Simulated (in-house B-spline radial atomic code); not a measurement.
Configurations of Pr VI (Pr5+), with energies counted from [Kr] 4d10 5s2 5p6. Computed with a radial B-spline atomic code at the basis-set limit: Dirac-Hartree-Fock, average of configuration, Fermi nucleus of rms radius 4.8919 fm. Energies include first-order Breit, QED and recoil terms.

Occupations are held fixed; configurations that lie above the ionisation limit could autoionise.

```
                     configuration  E - E(ref) (eV)  highest orbital  its <r> (bohr)
             [Kr] 4d10 5s2 5p5 6d1           54.365            6d5/2           3.957
             [Kr] 4d10 5s2 5p5 7d1           64.598            7d5/2           6.341
             [Kr] 4d10 5s1 5p6 5g1           88.307            5g7/2           4.443
[Ar] 3d10 4s2 4p5 4d10 5s2 5p6 5d1           260.21            5d5/2           1.884
[Ar] 3d10 4s2 4p5 4d10 5s2 5p6 6s1           271.55            6s1/2           2.812
[Ar] 3d10 4s2 4p5 4d10 5s2 5p6 7s1           290.58            7s1/2           4.781
[Ar] 3d10 4s2 4p5 4d10 5s2 5p6 7d1           298.17            7d5/2           6.268
[Ar] 3d10 4s2 4p5 4d10 5s2 5p6 8d1           303.75            8d5/2           9.129
 [Ar] 3d9 4s2 4p6 4d10 5s2 5p6 5g1             1007            5g7/2           4.448
 [Ar] 3d9 4s2 4p6 4d10 5s2 5p6 6f1           1007.4            6f7/2           5.311
 [Ar] 3d9 4s2 4p6 4d10 5s2 5p6 9g1           1020.7            9g7/2            18.2
```

(1) Order these further configurations by energy, lowest first.
A. [Kr] 4d10 4f1 5s2 5p5
B. [Ar] 3d9 4s2 4p6 4d10 5s2 5p6 5f1
C. [Ar] 3d9 4s2 4p6 4d10 5s2 5p6 8g1
D. [Ar] 3d10 4s2 4p5 4d10 5s2 5p6 6f1
E. [Kr] 4d9 5s2 5p6 6p1

(2) How far above the reference does [Kr] 4d10 5s2 5p5 5f1 lie?

(3) How far above the reference does [Kr] 4d10 5s1 5p6 8g1 lie?

(4) How far above the reference does [Kr] 4d10 5s2 5p5 9g1 lie?

(5) One of these lies 981.6 eV from the reference. Which?
A. [Kr] 4d9 5s2 5p6 8g1
B. [Ar] 3d9 4s2 4p6 4d10 5s2 5p6 6s1
C. [Ar] 3d10 4s2 4p5 4d10 5s2 5p6 8s1

Results:

(1) A (10.704 eV), E (157.87 eV), D (297.29 eV), B (996.4 eV), C (1019.1 eV).

(2) 53.178 eV; its least bound orbital is 5f7/2 with <r> = 3.118 bohr.

(3) 100.36 eV; its least bound orbital is 8g7/2 with <r> = 14 bohr.

(4) 76.696 eV; its least bound orbital is 9g7/2 with <r> = 18.22 bohr.

(5) B.
